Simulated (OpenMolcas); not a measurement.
Pd2+ with 6 ligands (sulfide) in octahedral coordination (Oh). A charge of +1.67 e stands 3.2 Å behind each ligand. Ligand basis ANO-RCC-VDZP.

```yaml
Program: OpenMolcas
Method: CASSCF
Basis: ANO-RCC-VDZP [6s5p3d1f]
Scalar_Hamiltonian: DKH2, point nucleus
Active_space: 8 electrons in 5 orbitals (4d)
State_averaging: 2S+1 = 3 even, 10 roots; 2S+1 = 1 even, 15 roots
Spin-orbit_coupling: RASSI with atomic mean-field integrals over the reference wave functions
```

All ligands move together. At R = 2.59 Å the first state of the same spin is 4762 cm-1, and at R = 2.78 Å it is 3168 cm-1.

Q: A third run gives 4285 cm-1. What distance was it run at?

A: With a power law R^-n the two known points give n = -ln(3168 / 4762) / ln(2.78 / 2.59) = 5.76. Then R = 2.59 × (4762 / 4285)^(1/5.76) = 2.638 Å. The run was at 2.64 Å, so the estimate is off by -0.002 Å.

Without dynamic correlation the repulsion within the d shell is too large (B by tens of per cent), so at a given field states of lower spin stand too high. Real 4d8 and 5d8 ions are as a rule square planar and diamagnetic. The sulfide ions are held by bare point charges, a crude embedding. With metal d orbitals alone the field can be off either way by tens of per cent. Ligand-to-metal charge-transfer states are missing. With no ligand orbital active B as a rule stays too high, so bands that hang on it stand too high and its fall with covalency is understated. The least metal-like active orbital is 84 % on the metal (Löwdin) and no ligand orbital is active, so the numbers are rough (holds for R = 2.59). No measured value stands beside these numbers; the geometry is a model, was not optimised and need not be the one that this ion takes.
